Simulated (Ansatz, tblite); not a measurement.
Forces on Cu6As⁻ at its B3LYP-D4/def2-SVPD geometry. Total charge -1; singlet.

The xTB rows come from tblite. The restricted singlet is unstable towards broken spin symmetry in Hartree–Fock (as tested in another run); at r2SCAN-D4/def2-SVP this wasn't settled. At r2SCAN-D4/def2-SVP the highest occupied level of the charge -1 singlet lies above zero (up to 0.18 eV). By energy differences its removal costs 1.74 eV (vertical, to the charge 0 doublet, at PBE-D4/def2-SVP), and other spins of that charge weren't run. The structure comes from a short search, and lower isomers may exist.

GFN1-xTB (tblite), largest force 0.57 eV/Å:

```xyz
7
positions Å, forces eV/Å
As    2.090    0.036   -0.656   -0.059   -0.001    0.019
Cu   -0.349    0.942   -0.822   -0.386    0.051    0.064
Cu   -1.915   -0.952   -0.427    0.316    0.369    0.307
Cu    1.049    1.301    1.105    0.181   -0.035   -0.099
Cu    0.271   -1.279   -1.519    0.204    0.041   -0.022
Cu   -1.358    0.896    1.453    0.095   -0.362   -0.436
Cu    0.212   -0.944    0.865   -0.351   -0.064    0.167
```

GFN2-xTB (tblite), largest force 1.00 eV/Å:

```
As -0.758 -0.013 0.238
Cu 0.295 0.271 -0.353
Cu 0.814 0.228 -0.017
Cu -0.875 -0.444 -0.205
Cu -0.614 0.418 0.672
Cu 0.685 -0.202 -0.454
Cu 0.454 -0.258 0.119
```

r2SCAN-D4/def2-SVP (Ansatz), largest force 1.01 eV/Å:

```
As -0.605 -0.010 0.190
Cu 0.190 -0.734 0.666
Cu 0.779 0.415 0.205
Cu -0.499 -0.578 -0.480
Cu -0.153 0.567 0.684
Cu 0.535 -0.393 -0.617
Cu -0.246 0.733 -0.648
```
